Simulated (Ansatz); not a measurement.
Z-matrix (Å, degrees):
```
B
N 1 1.3903
H 2 1.0063 1 122.94
H 2 1.0063 3 114.13 1 180.00
B 1 1.6390 2 152.72 3 89.98
B 5 1.5024 1 62.72 2 179.99
```
Charge +1, spin multiplicity 2.

Method: Ansatz (an electronic-structure program) with frozen-core CCSD(T)/cc-pVTZ // B3LYP-D3(BJ)/def2-TZVP. The geometry is that of the parent before the electron was removed. Warnings of the run: large_difference.

| Property | Result |
|---|---|
| HF energy | -129.24724 Ha |
| MP2 correlation energy | -0.41013 Ha |

Estimate the CCSD correlation energy, the (T) correction, the total energy and the T1 diagnostic.


CCSD correlation energy: -0.45242 Ha
(T) correction: -0.02719 Ha
CCSD(T) total energy: -129.72686 Ha
T1 diagnostic: 0.066
